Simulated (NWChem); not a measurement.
Species: AgI; SMILES [I][Ag]

Computed with NWChem. def2 effective core potentials on Ag, I; no spin-orbit coupling. Each level has its own optimisation; frequencies are unscaled.

For level B3LYP/3-21G (all-electron, non-relativistic):

```yaml
r Ag–I (Å): 2.687
highest harmonic frequency (cm⁻¹): 178
```

**Question.** How do the values read with level PBE0-D3(BJ)/def2-TZVP (core potentials) instead?

**Answer.** 
- r Ag–I (Å): 2.565
- highest harmonic frequency (cm⁻¹): 201
